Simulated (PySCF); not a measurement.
The electron affinity along group 11

All values are computed (PySCF 2.14, energy differences of UHF-based or UKS calculations, no spin-orbit coupling). Values in eV. The last column holds reference values (measured affinities from photodetachment; the arrow runs from anion to atom). Unmarked ones compare directly (S terms, centres of terms, or small fine structure); those marked * lie between the lowest fine-structure levels and include a spin-orbit shift.

```tsv
element	configurations	UHF	LDA	PBE	r2SCAN	MP2 (valence)	SCS-MP2 (valence)	reference
Cu (aug-cc-pVTZ-PP with one added diffuse shell each of s, p, d, f, g type with ECP10MDF, ECP)	[Ar] 3d10 4s2 → [Ar] 3d10 4s1	0.015	1.591	1.368	1.259	0.898	0.943	1.236
Ag (aug-cc-pVTZ-PP with one added diffuse shell each of s, p, d, f, g type with ECP28MDF, ECP)	[Kr] 4d10 5s2 → [Kr] 4d10 5s1	0.102	1.661	1.397	1.272	1.076	1.096	1.304
Au (aug-cc-pVTZ-PP with one added diffuse shell each of s, p, d, f, g type with ECP60MDF, ECP)	[Xe] 4f14 5d10 6s2 → [Xe] 4f14 5d10 6s1	0.611	2.611	2.289	2.193	2.177	2.131	2.309
```

```csv
method,elements,mean error (eV),mean absolute error (eV),largest error (eV)
UHF,3,-1.374,1.374,-1.697
LDA,3,0.338,0.338,0.356
PBE,3,0.068,0.082,0.132
r2SCAN,3,-0.041,0.057,-0.115
MP2 (valence),3,-0.233,0.233,-0.338
SCS-MP2 (valence),3,-0.226,0.226,-0.293
```

The highest occupied level of the anion is positive for Cu⁻ at LDA, PBE, r2SCAN; Ag⁻ at LDA, PBE, r2SCAN; Au⁻ at LDA, PBE, r2SCAN, so there the basis helps to hold the electron.

Errors include the incompleteness of the basis and the frozen core.

"Valence" correlates the outer s and p shells and, in groups 3 to 12 and the f block, the outer d or f shell, open or full, or the next shell where the ion has no valence electron left; the wider scheme adds the next inner shell.
